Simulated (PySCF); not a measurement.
Gas-phase reaction: InF₃ + H₂ = InF + 2 HF, at 2500 K and a standard pressure of 1 bar. Level: LDA/def2-TZVP†.

Energies from PySCF, thermal terms from the rigid-rotor harmonic-oscillator model, ideal gas at 1 bar. † marks an energy on the PBE0/def2-TZVP geometry and frequencies. All species are closed-shell singlets. In: scalar-relativistic def2 core potential, no spin-orbit coupling. The harmonic model lacks anharmonicity and excited electronic states, which grow with temperature; levels with a mode under 35 cm⁻¹ are left out.

```json
[
 {"species": "InF₃", "E (Ha)": "-487.67812", "H(2500 K) − E (kJ/mol)": "208.6", "S°(2500 K) (J/mol/K)": "478.7"},
 {"species": "H₂", "E (Ha)": "-1.13681", "H(2500 K) − E (kJ/mol)": "103.7", "S°(2500 K) (J/mol/K)": "194.8"},
 {"species": "InF", "E (Ha)": "-289.14611", "H(2500 K) − E (kJ/mol)": "93.7", "S°(2500 K) (J/mol/K)": "313.9"},
 {"species": "HF", "E (Ha)": "-99.84016", "H(2500 K) − E (kJ/mol)": "102.6", "S°(2500 K) (J/mol/K)": "238.3"}
]
```
E: electronic energy; H − E holds the zero-point and thermal terms. 1 Ha = 2625.5 kJ/mol.

Problem. Work out ΔH°, ΔS°, ΔG° and log10 K from these numbers.

Solution. 1. ΔE = 1×(-289.14611) + 2×(-99.84016) − 1×(-487.67812) − 1×(-1.13681) = -0.01150 Ha = -30.2 kJ.
2. Δ(H − E) = 1×(93.7) + 2×(102.6) − 1×(208.6) − 1×(103.7) = -13.4 kJ, so ΔH° = -43.6 kJ.
3. ΔS° = 1×(313.9) + 2×(238.3) − 1×(478.7) − 1×(194.8) = 117.0 J/K; the number of gas molecules changes by +1.
4. ΔG° = ΔH° − TΔS° = -43.6 − 2500×(117.0)/1000 = -336.1 kJ.
5. log10 K = −ΔG°/(RT ln 10) = 7.02, with RT ln 10 = 47.86 kJ/mol; at standard pressures the products are favoured.
6. A shift of 10 kJ in ΔE would move log10 K by 0.21 here.
For scale, ΔH°(298 K) is -16 kJ at this level, -4 kJ at ωB97M-V/def2-TZVP†, and runs from -58 to 27 kJ over the 18 levels computed.
